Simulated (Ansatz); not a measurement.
`BSC` + `C[SiH](C)O[SiH3]` → `CSBO[SiH3]` + `C[SiH2]C`  (redistribution)

Isolated molecules relaxed with PBE0-D4/def2-TZVP in Ansatz; ΔE leaves out vibrations. CCSD(T)/CBS is the MP2 limit (def2-TZVPP, def2-QZVPP) plus CCSD(T) − MP2 in def2-TZVPP, frozen cores. Functionals use def2-TZVPP. B3LYP here is the variant with VWN-RPA as its local correlation; programs differ in this. Each species was taken in one conformer, which may not be the lowest.

```
         level  ΔE (kJ/mol)  difference from CCSD(T)/CBS
        PBE-D4         -3.8                        -10.0
      B3LYP-D4          3.9                         -2.3
       ωB97M-V          4.4                         -1.8
        B2PLYP          4.4                         -1.8
           PBE         -4.8                        -11.0
        r2SCAN          2.6                         -3.6
          PBE0         -1.1                         -7.3
MP2/def2-TZVPP          5.3                         -0.9
  HF/CBS(def2)         11.0                          4.8
 MP2/CBS(def2)          7.1                          0.9
   CCSD(T)/CBS          6.2                            0
```

Largest T1 diagnostic among the species: 0.014.

In def2-TZVPP, CCSD(T) changes the Hartree–Fock value by −5.3 kJ/mol (the triples alone add −1.6 kJ/mol) and MP2 by −4.4 kJ/mol. From PBE to PBE0 (25 % exact exchange), in def2-TZVPP and without D4, ΔE moves by +3.6 kJ/mol.
